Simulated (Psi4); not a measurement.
Input for Psi4:
```
memory 2 GB

molecule mol {
0 3
Si   -0.906000    0.103500   -0.020300
C     0.976300   -0.111500    0.021900
H    -1.479500   -0.798500   -1.021500
H    -1.232900    1.488000   -0.368400
H    -1.464500   -0.212300    1.296200
H     1.472560   -1.946600    0.482880
H     1.432800    0.545900    0.757000
H     1.421800    0.115900   -0.942800
}

set {
  basis 6-31g
  reference uhf
  stability_analysis check
  scf_type pk
}

energy('scf')
print_variables()
```

### Question
What does this run give for the nuclear repulsion energy, total energy?

### Answer

nuclear repulsion energy: 60.5960 Eh
total energy: -330.0279 Eh

These values belong to the state on which the SCF converged, which isn't shown to be the lowest.
